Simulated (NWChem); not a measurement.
System: SiAsH$_{4}$, doublet; SMILES [SiH2][AsH2]

Input file for NWChem:

```
start job
memory heap 200 mb stack 900 mb global 1100 mb
geometry units angstroms noautosym nocenter noautoz
  Si    -0.079418     1.623338    -0.012154
  As     0.224611    -0.725457    -0.116569
  H      1.242412     2.323555     0.030651
  H     -0.934318     2.221586    -1.087160
  H     -1.280097    -0.976693    -0.114973
  H      0.279905    -0.744339    -1.644325
end
basis spherical
  * library cc-pvtz
end
dft
  odft
  mult 2
  xc xcamb88 1.00 lyp 0.81 vwn_5 0.19 hfexch 1.00
  cam 0.33 cam_alpha 0.19 cam_beta 0.46
  iterations 150
end
property
  efieldgrad
end
task dft property
```

Excerpt of the output:

```
             Northwest Computational Chemistry Package (NWChem) 7.3.0
             --------------------------------------------------------

                             Geometry "geometry" -> ""
                             -------------------------

 Output coordinates in angstroms (scale by  1.889725989 to convert to a.u.)

  No.       Tag          Charge          X              Y              Z
 ---- ---------------- ---------- -------------- -------------- --------------
    1 Si                  14.0000    -0.07941800     1.62333800    -0.01215400
    2 As                  33.0000     0.22461100    -0.72545700    -0.11656900
    3 H                    1.0000     1.24241200     2.32355500     0.03065100
    4 H                    1.0000    -0.93431800     2.22158600    -1.08716000
    5 H                    1.0000    -1.28009700    -0.97669300    -0.11497300
    6 H                    1.0000     0.27990500    -0.74433900    -1.64432500

 Effective nuclear repulsion energy (a.u.)     152.7821897750

                              NWChem Property Module
                              ----------------------

  itol2e modified to match energy
  convergence criterion.

                                 NWChem DFT Module
                                 -----------------

 Summary of "ao basis" -> "ao basis" (spherical)
 ------------------------------------------------------------------------------
       Tag                 Description            Shells   Functions and Types
 ---------------- ------------------------------  ------  ---------------------
 Si                         cc-pvtz                 12       34   5s4p2d1f
 As                         cc-pvtz                 15       43   6s5p3d1f
 H                          cc-pvtz                  6       14   3s2p1d

  itol2e modified to match energy
  convergence criterion.

            General Information
            -------------------
          SCF calculation type: DFT
          Wavefunction type:  spin polarized.
          No. of atoms     :     6
          No. of electrons :    51
           Alpha electrons :    26
            Beta electrons :    25
          Charge           :     0
          Spin multiplicity:     2
          Use of symmetry is: off; symmetry adaption is: off
          Maximum number of iterations: 150
          AO basis - number of functions:   133
                     number of shells:    51
          Convergence on energy requested:  1.00D-07
          Convergence on density requested:  1.00D-05
          Convergence on gradient requested:  5.00D-04

              XC Information
              --------------
                     Hartree-Fock (Exact) Exchange  1.000
                   CAM-Becke88 Exchange Functional  1.000
                      VWN V Correlation Functional  0.190 local
              Lee-Yang-Parr Correlation Functional  0.810

           Range-Separation Parameters
           ---------------------------
           Alpha           :  0.19
           Beta            :  0.46
           Gamma           :  0.33
           Short-Range HF  :     F

             Grid Information
             ----------------
          Grid used for XC integration:  fine
          Radial quadrature: Mura-Knowles
          Angular quadrature: Lebedev.
          Tag              B.-S. Rad. Rad. Pts. Rad. Cut. Ang. Pts.
          ---              ---------- --------- --------- ---------
          Si                  1.10      123          10.0       770
          As                  1.15      140          11.0       974
          H                   0.35       60          12.0       590
          Grid pruning is: on
          Number of quadrature shells:   503
          Spatial weights used:  Erf1

      Superposition of Atomic Density Guess
      -------------------------------------

 Sum of atomic energies:       -2525.02058466

      Non-variational initial energy
      ------------------------------

 Total energy =   -2525.443846
 1-e energy   =   -3821.561396
 2-e energy   =    1143.335360
 HOMO         =      -0.137038
 LUMO         =       0.050583

   convergence    iter        energy       DeltaE   RMS-Dens  Diis-err
 ---------------- ----- ----------------- --------- --------- ---------
 d= 0,ls=0.0,diis     1  -2527.8605846980 -2.68D+03  2.07D-03  1.14D-01
                                                     1.53D-03  1.09D-01
 d= 0,ls=0.0,diis     2  -2527.8913987423 -3.08D-02  5.66D-04  8.99D-03
                                                     5.59D-04  9.02D-03
 d= 0,ls=0.0,diis     3  -2527.8941686202 -2.77D-03  2.00D-04  1.64D-03
                                                     1.41D-04  1.50D-03
 d= 0,ls=0.0,diis     4  -2527.8947384395 -5.70D-04  6.09D-05  5.93D-05
                                                     5.29D-05  6.79D-05
 d= 0,ls=0.0,diis     5  -2527.8947901411 -5.17D-05  2.62D-05  7.02D-06
                                                     2.02D-05  6.40D-06
  Resetting Diis
 d= 0,ls=0.0,diis     6  -2527.8947989110 -8.77D-06  1.13D-05  9.71D-07
                                                     7.75D-06  6.96D-07
 d= 0,ls=0.0,diis     7  -2527.8948002162 -1.31D-06  1.97D-06  4.21D-08
                                                     3.71D-06  1.14D-07
 d= 0,ls=0.0,diis     8  -2527.8948003897 -1.73D-07  1.59D-06  3.69D-08
                                                     1.12D-06  1.90D-08
 d= 0,ls=0.0,diis     9  -2527.8948004383 -4.86D-08  1.54D-06  4.42D-09
                                                     2.25D-06  1.13D-08

         Total DFT energy =    -2527.894800438322
      One electron energy =    -3822.467758741793
           Coulomb energy =     1247.308531700487
    Exchange-Corr. energy =     -105.517763171971
 Nuclear repulsion energy =      152.782189774955

 Numeric. integr. density =       50.999997473090

                    DFT Final Alpha Molecular Orbital Analysis
                    ------------------------------------------

 Vector   24  Occ=1.000000D+00  E=-3.861345D-01
              MO Center=  1.8D-01,  4.5D-01, -7.5D-02, r^2= 3.6D+00
   Bfn.  Coefficient  Atom+Function         Bfn.  Coefficient  Atom+Function
  ----- ------------  ---------------      ----- ------------  ---------------
    10      0.239812  1 Si py                48     -0.217532  2 As py
    79      0.171447  3 H  s                 47     -0.168366  2 As px
   107      0.160221  5 H  s                  9      0.137508  1 Si px
   108      0.134812  5 H  s                 80      0.131688  3 H  s
    49     -0.128143  2 As pz                78      0.115644  3 H  s

 Vector   25  Occ=1.000000D+00  E=-3.287192D-01
              MO Center=  1.9D-01, -3.7D-01, -1.1D-01, r^2= 3.3D+00
   Bfn.  Coefficient  Atom+Function         Bfn.  Coefficient  Atom+Function
  ----- ------------  ---------------      ----- ------------  ---------------
    40      0.255790  2 As s                 48     -0.250134  2 As py
    38      0.223551  2 As s                 47      0.205196  2 As px
    10      0.192445  1 Si py                49      0.190167  2 As pz
    54     -0.154200  2 As py                39      0.135641  2 As s
    53      0.135856  2 As px                55      0.125596  2 As pz

 Vector   26  Occ=1.000000D+00  E=-2.718629D-01
              MO Center= -1.9D-01,  1.4D+00,  2.0D-01, r^2= 3.0D+00
   Bfn.  Coefficient  Atom+Function         Bfn.  Coefficient  Atom+Function
  ----- ------------  ---------------      ----- ------------  ---------------
    11      0.414570  1 Si pz                17      0.352722  1 Si pz
     5      0.269755  1 Si s                  9     -0.217723  1 Si px
    15     -0.180898  1 Si px                 3      0.168680  1 Si s
    48     -0.148875  2 As py                10      0.117403  1 Si py
   122      0.114377  6 H  s                 54     -0.104194  2 As py

 Vector   27  Occ=0.000000D+00  E= 3.316894D-02
              MO Center=  3.4D-02,  4.1D-01, -2.1D-01, r^2= 6.8D+00
   Bfn.  Coefficient  Atom+Function         Bfn.  Coefficient  Atom+Function
  ----- ------------  ---------------      ----- ------------  ---------------
     5      1.581357  1 Si s                 40     -1.292321  2 As s
    54     -1.214287  2 As py                16     -1.149828  1 Si py
    94     -0.378532  4 H  s                 17     -0.300477  1 Si pz
    48     -0.280375  2 As py                53      0.242117  2 As px
    10     -0.234539  1 Si py                 3      0.220562  1 Si s

 Vector   28  Occ=0.000000D+00  E= 4.653045D-02
              MO Center=  8.3D-02, -7.1D-02, -3.6D-01, r^2= 5.9D+00
   Bfn.  Coefficient  Atom+Function         Bfn.  Coefficient  Atom+Function
  ----- ------------  ---------------      ----- ------------  ---------------
    40      1.578668  2 As s                122     -1.547201  6 H  s
    55     -1.015834  2 As pz                94     -0.716469  4 H  s
    16      0.665651  1 Si py               108     -0.405812  5 H  s
    15     -0.284423  1 Si px                49     -0.241274  2 As pz
    54      0.232939  2 As py                 3      0.214514  1 Si s

[...]

          -----------------------
          Electric field gradient
          -----------------------

 1 a.u. = 0.324123 10**(16) esu/cm**3  ( or statvolts/cm**2 ) = 0.97174 10**(22) v/m**2

 ------------------------------------------------------------
   Atom      X         Y         Z
 ------------------------------------------------------------
    1 Si  -0.15008   3.06766  -0.02297
 ------------------------------------------------------------

 Electric field gradient in molecular frame (a.u.)
         XX             YY             ZZ             XY             XZ             YZ
 ------------------------------------------------------------------------------------------
        0.195627       0.001612      -0.197239       0.136004       0.272423      -0.229620

 Principal components (a.u.) and orientation
 of principal axis w.r.t. absolute frame                      Asymmetry parameter eta
 --------------------------------------------------------------------------------------
       -0.483132       0.336233       0.146899                       0.391889

       -0.407826       0.900457       0.151179
        0.481812       0.071591       0.873345
        0.775587       0.429013      -0.463048

 ------------------------------------------------------------
   Atom      X         Y         Z
 ------------------------------------------------------------
    2 As   0.42445  -1.37091  -0.22028
 ------------------------------------------------------------

 Electric field gradient in molecular frame (a.u.)
         XX             YY             ZZ             XY             XZ             YZ
 ------------------------------------------------------------------------------------------
        0.146526      -0.066547      -0.079979      -0.824872       1.288349      -0.801088

 Principal components (a.u.) and orientation
 of principal axis w.r.t. absolute frame                      Asymmetry parameter eta
 --------------------------------------------------------------------------------------
        1.974069      -1.261691      -0.712378                       0.278265

        0.639033      -0.658429       0.397627
       -0.490809       0.048977       0.869889
        0.592235       0.751047       0.291865

 ------------------------------------------------------------
   Atom      X         Y         Z
 ------------------------------------------------------------
    3 H    2.34782   4.39088   0.05792
 ------------------------------------------------------------

 Electric field gradient in molecular frame (a.u.)
         XX             YY             ZZ             XY             XZ             YZ
 ------------------------------------------------------------------------------------------
       -0.089783       0.020720       0.069063      -0.082051      -0.009214      -0.001746

 Principal components (a.u.) and orientation
 of principal axis w.r.t. absolute frame                      Asymmetry parameter eta
 --------------------------------------------------------------------------------------
       -0.133846       0.070689       0.063158                       0.056266

        0.882198      -0.225319      -0.413470
        0.468809       0.338062       0.816047
        0.044092       0.913754      -0.403869

 ------------------------------------------------------------
   Atom      X         Y         Z
 ------------------------------------------------------------
    4 H   -1.76561   4.19819  -2.05443
 ------------------------------------------------------------

 Electric field gradient in molecular frame (a.u.)
         XX             YY             ZZ             XY             XZ             YZ
 ------------------------------------------------------------------------------------------
       -0.001002       0.032968      -0.031966       0.044113      -0.083939       0.056334

 Principal components (a.u.) and orientation
 of principal axis w.r.t. absolute frame                      Asymmetry parameter eta
 --------------------------------------------------------------------------------------
       -0.132715       0.069549       0.063166                       0.048095

        0.584137       0.646749       0.490408
       -0.396357      -0.299969       0.867710
        0.708297      -0.701238       0.081120

 ------------------------------------------------------------
   Atom      X         Y         Z
 ------------------------------------------------------------
    5 H   -2.41903  -1.84568  -0.21727
 ------------------------------------------------------------

 Electric field gradient in molecular frame (a.u.)
         XX             YY             ZZ             XY             XZ             YZ
 ------------------------------------------------------------------------------------------
       -0.135719       0.066143       0.069576      -0.038382       0.005161      -0.003123

 Principal components (a.u.) and orientation
 of principal axis w.r.t. absolute frame                      Asymmetry parameter eta
 --------------------------------------------------------------------------------------
       -0.142867       0.075807       0.067060                       0.061228

        0.983387      -0.162423      -0.081043
        0.180272       0.821646       0.540740
       -0.021240      -0.546366       0.837277

 ------------------------------------------------------------
   Atom      X         Y         Z
 ------------------------------------------------------------
    6 H    0.52894  -1.40660  -3.10732
 ------------------------------------------------------------

 Electric field gradient in molecular frame (a.u.)
         XX             YY             ZZ             XY             XZ             YZ
 ------------------------------------------------------------------------------------------
        0.068818       0.071682      -0.140500      -0.003860       0.012448      -0.004497

 Principal components (a.u.) and orientation
 of principal axis w.r.t. absolute frame                      Asymmetry parameter eta
 --------------------------------------------------------------------------------------
       -0.141323       0.074925       0.066398                       0.060341

       -0.058754      -0.606577       0.792851
        0.020006       0.793348       0.608439
        0.998072      -0.051610       0.034477
```

Level: CAM-B3LYP/cc-pVTZ, spin-unrestricted. The geometry was optimised at PBE0/def2-SVP, spin-unrestricted. No stability test was run on the SCF state. NWChem prints the field gradient with the sign opposite to the second derivative of the potential.
